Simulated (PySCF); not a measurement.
**`O[C@H]1C[SiH2][C@@H]1CCF`, C5H11FOSi**

Molfile (atoms numbered from 1):
```
C5H11FOSi
     RDKit          3D

 19 19  0  0  0  0  0  0  0  0999 V2000
   -1.1513   -2.3226   -0.4614 O   0  0  0  0  0  0  0  0  0  0  0  0
   -1.0692   -0.9270   -0.5552 C   0  0  1  0  0  0  0  0  0  0  0  0
   -2.2173   -0.1308    0.1050 C   0  0  0  0  0  0  0  0  0  0  0  0
   -0.9790    1.1848    0.7355 Si  0  0  0  0  0  4  0  0  0  0  0  0
    0.1328   -0.2721    0.1669 C   0  0  2  0  0  0  0  0  0  0  0  0
    1.3557   -0.0051   -0.6962 C   0  0  0  0  0  0  0  0  0  0  0  0
    2.4397    0.7101    0.0931 C   0  0  0  0  0  0  0  0  0  0  0  0
    1.9843    1.9376    0.5258 F   0  0  0  0  0  0  0  0  0  0  0  0
   -1.2326   -2.5607    0.4694 H   0  0  0  0  0  0  0  0  0  0  0  0
   -1.0248   -0.7231   -1.6276 H   0  0  0  0  0  0  0  0  0  0  0  0
   -2.6767   -0.7159    0.9021 H   0  0  0  0  0  0  0  0  0  0  0  0
   -3.0090    0.1557   -0.5815 H   0  0  0  0  0  0  0  0  0  0  0  0
   -0.8996    2.3747   -0.1024 H   0  0  0  0  0  0  0  0  0  0  0  0
   -0.9830    1.4844    2.1642 H   0  0  0  0  0  0  0  0  0  0  0  0
    0.4318   -0.9106    1.0051 H   0  0  0  0  0  0  0  0  0  0  0  0
    1.7702   -0.9419   -1.0777 H   0  0  0  0  0  0  0  0  0  0  0  0
    1.0725    0.6154   -1.5490 H   0  0  0  0  0  0  0  0  0  0  0  0
    2.7176    0.1513    0.9927 H   0  0  0  0  0  0  0  0  0  0  0  0
    3.3281    0.9051   -0.5162 H   0  0  0  0  0  0  0  0  0  0  0  0
  1  2  1  0
  2  3  1  0
  3  4  1  0
  4  5  1  0
  5  6  1  0
  6  7  1  0
  7  8  1  0
  5  2  1  0
  1  9  1  0
  2 10  1  6
  3 11  1  0
  3 12  1  0
  4 13  1  0
  4 14  1  0
  5 15  1  1
  6 16  1  0
  6 17  1  0
  7 18  1  0
  7 19  1  0
M  END
```

The calculation used TDDFT CAM-B3LYP/def2-SVPD circular dichroism and optical rotation, one conformer, gas phase in PySCF 2.14.0. Geometry: GFN2-xTB.

The molecule is flexible and this is one conformer; a measurement averages over conformers.

Stereocentres: C2 S, C5 R.

Task: What is the specific rotation at 633, 589.3, 546, 436, 405, 365, 355 nm?

Result: [α] in deg dm⁻¹ (g/mL)⁻¹:
| λ (nm) | origin-invariant length gauge | modified velocity gauge | length gauge (centre of mass) | isotropic polarisability (au) |
| --- | --- | --- | --- | --- |
| 633 | +77.2 | +68.3 | +76.4 | 90.5 |
| 589.3 | +90.1 | +79.7 | +89.2 | 90.8 |
| 546 | +106.5 | +94.1 | +105.4 | 91.2 |
| 436 | +177.1 | +156.0 | +175.3 | 92.8 |
| 405 | +210.7 | +185.3 | +208.6 | 93.5 |
| 365 | +271.3 | +237.7 | +268.5 | 94.8 |
| 355 | +290.7 | +254.4 | +287.7 | 95.2 |

Task: And for the mirror image at 589.3 nm?

Result: -90.1 deg dm⁻¹ (g/mL)⁻¹ (origin-invariant length gauge): the same size and the opposite sign.

Task: What is the molar rotation [Φ] = [α]·M/100 of the geometry above at 589.3 nm?

Result: With M = 134.22 g/mol, +120.9 deg cm² dmol⁻¹ (origin-invariant length gauge).

The first excitation lies at 6.87 eV (180 nm) with R = -6.9 × 10⁻⁴⁰ esu² cm² (velocity form).
